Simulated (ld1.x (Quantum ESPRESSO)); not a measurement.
# Building the PAW potential for K (PBE, scalar-relativistic).

Input for ld1.x (Quantum ESPRESSO) 7.5:

```
&input
   title='K', zed=19., rel=1, dft='PBE', iswitch=3,
   config='[Ar] 3d-2 4s1 4p0 4f-2',
   nld=4, rlderiv=3.80, eminld=-5.0, emaxld=5.0, deld=0.02
 /
 &inputp
   pseudotype=3, lpaw=.true., tm=.true., lloc=-1, rcloc=2.10,
   nlcc=.true.,
   which_augfun='BESSEL', rmatch_augfun=1.55,
   file_pseudopw='K.UPF', file_wfcaegen='ae.wfc', file_wfcncgen='nc.wfc', file_beta='beta', file_chi='chi', file_wfcusgen='us.wfc'
 /
7
3S  1  0   2.00   0.00  1.70  1.90  0.0
4S  2  0   1.00   0.00  1.70  1.90  0.0
3P  2  1   6.00   0.00  2.15  2.95  0.0
4P  3  1   0.00   0.00  2.15  2.95  0.0
3D  3  2  -2.00   0.15  2.15  2.60  0.0
4F  4  3  -2.00   0.35  2.90  3.50  0.0
4F  4  3  -2.00   0.75  2.90  3.50  0.0
 &test
   configts(1)='3s2 3p6 4s1 4p0'
 /
```

Command:

```bash
ld1.x < K.in > K.out
```

Output (shortened: banner, matrices, multipoles, cross overlaps and the repeated all-electron block are left out):

```
Program LD1 v.7.5

     !!!!!!!!!!!!!!!!!!! WARNING !!!!!!!!!!!!!!!!!!!!!!!
     Message from routine ld1_readin:
     US requires at least two energies per channel 3D
     !!!!!!!!!!!!!!!!!!!!!!!!!!!!!!!!!!!!!!!!!!!!!!!!!!!
     --------------------------- All-electron run ----------------------------

     K
     scalar relativistic calculation

     atomic number is 19.00
     dft =PBE   lsd =0 sic =0 latt =0  beta=0.20 tr2=1.0E-14
     Exchange-correlation= PBE
                           (   1   4   3   4   0   0   0)
     mesh =1165 r(mesh) = 100.03909 a.u. xmin = -7.00 dx = 0.01250
     1 Ry =  13.60569312 eV, c = 137.03599908

     n l     nl                  e(Ry)          e(Ha)          e(eV)
     1 0     1S 1( 2.00)      -258.8808      -129.4404     -3522.2524
     2 0     2S 1( 2.00)       -25.9748       -12.9874      -353.4056
     2 1     2P 1( 6.00)       -20.5884       -10.2942      -280.1191
     3 0     3S 1( 2.00)        -2.5976        -1.2988       -35.3428
     3 1     3P 1( 6.00)        -1.3828        -0.6914       -18.8133
     4 0     4S 1( 1.00)        -0.1704        -0.0852        -2.3190
     4 1     4P 1( 0.00)        -0.0591        -0.0296        -0.8045

     final scf error:  5.6E-15 reached in  24 iterations

     Etot =   -1204.175386 Ry,    -602.087693 Ha,  -16383.640768 eV

     Ekin =    1211.394882 Ry,     605.697441 Ha,   16481.867017 eV
     Encl =   -2865.721864 Ry,   -1432.860932 Ha,  -38990.132255 eV
     Eh   =     516.863059 Ry,     258.431529 Ha,    7032.280166 eV
     Exc  =     -66.711463 Ry,     -33.355732 Ha,    -907.655696 eV

     normalization and overlap integrals

     s(1S/1S) =  1.000000  <r> =   0.0811  <r2> =    0.0088  r(max) =   0.0533
     s(2S/2S) =  1.000000  <r> =   0.3876  <r2> =    0.1781  r(max) =   0.3184
     s(2P/2P) =  1.000000  <r> =   0.3506  <r2> =    0.1524  r(max) =   0.2640
     s(3S/3S) =  1.000000  <r> =   1.2687  <r2> =    1.8646  r(max) =   1.0839
     s(3P/3P) =  1.000000  <r> =   1.4349  <r2> =    2.4503  r(max) =   1.1538
     s(4S/4S) =  1.000000  <r> =   5.0068  <r2> =   29.0044  r(max) =   4.1810
     s(4P/4P) =  1.000000  <r> =   7.1301  <r2> =   59.2675  r(max) =   5.7148

     ------------------------ End of All-electron run ------------------------

     --------------------- Generating PAW atomic setup --------------------

      Generating local potential from pseudized AE potential:
      Matching radius rcloc =   2.1000

      Local pseudo, rcloc= 2.076 Estimated cut-off energy=     5.76 Ry

      Computing core charge for nlcc:

       r > 0.66 : true rho core
       r < 0.66 : rho core = a sin(br)/r    a=  12.36  b=   4.08

      Integrated core pseudo-charge :   2.58
      Wfc-us  3S rcutus= 1.879  Estimated cut-off energy=    14.85 Ry
      Wfc-us  4S rcutus= 1.879  Estimated cut-off energy=    28.97 Ry
      Wfc-us  3P rcutus= 2.946  Estimated cut-off energy=     9.95 Ry
      Wfc-us  4P rcutus= 2.946  Estimated cut-off energy=    18.94 Ry
      Wfc-us  3D rcutus= 2.600  Estimated cut-off energy=    16.55 Ry
      Wfc-us  4F rcutus= 3.510  Estimated cut-off energy=    11.41 Ry
      Wfc-us  4F rcutus= 3.510  Estimated cut-off energy=    11.75 Ry

     Required augmentation: BESSEL   radius:    1.550000
     Suggested rho cutoff for augmentation:  63.73 Ry

     Estimated PAW energy = -112.936636 Ryd

     ------------------- End of pseudopotential generation -------------------

     Computing logarithmic derivative in   3.80696
     Computing logarithmic derivative in   3.80696
     Computing the partial wave expansion
     R is outside the sphere for l=    0 j= 0.00
     R is outside the sphere for l=    0 j= 0.00
     R is outside the sphere for l=    1 j= 0.00
     R is outside the sphere for l=    1 j= 0.00
     R is outside the sphere for l=    2 j= 0.00
     R is outside the sphere for l=    3 j= 0.00
     R is outside the sphere for l=    3 j= 0.00

     ---------------------- Testing the pseudopotential ----------------------

     K
     scalar relativistic calculation

     atomic number is 19.00   valence charge is  9.00
     dft = SLA  PW   PBX  PBC   lsd =0 sic =0 latt =0  beta=0.20 tr2=1.0E-14
     mesh =1165 r(mesh) = 100.03909 xmin = -7.00 dx = 0.01250

     n l     nl             e AE (Ry)        e PS (Ry)    De AE-PS (Ry)
     1 0     3S   1( 2.00)       -2.59765       -2.59764       -0.00001
     2 1     3P   1( 6.00)       -1.38276       -1.38275       -0.00001
     2 0     4S   1( 1.00)       -0.17044       -0.17044       -0.00000
     3 1     4P   1( 0.00)       -0.05913       -0.05913       -0.00000

     eps = 3.8E-15  iter = 14

     Etot =   -1204.175386 Ry,    -602.087693 Ha,  -16383.640768 eV
     Etotps =  -112.936632 Ry,     -56.468316 Ha,   -1536.581163 eV

     Ekin =      69.745508 Ry,      34.872754 Ha,     948.935983 eV
     Encl =    -161.561663 Ry,     -80.780832 Ha,   -2198.158409 eV
     Ehrt =      45.591060 Ry,      22.795530 Ha,     620.297972 eV
     Ecxc =     -66.711538 Ry,     -33.355769 Ha,    -907.656709 eV
     (Ecc =      -5.048912 Ry,      -2.524456 Ha,     -68.693953 eV)

     ---------------------- End of pseudopotential test ----------------------
```

The ghost test of this file was not conclusive. Its overlap operator is not positive definite in a basis up to 400 Ry (lowest eigenvalue s -0.16, p -2.07, f -7.53), so the file is unfit for use: the generalised eigenproblem breaks down once the basis is large enough, and its test numbers describe a broken file.

Generation and configuration tests took about 1.4 s on one core of a shared server CPU.
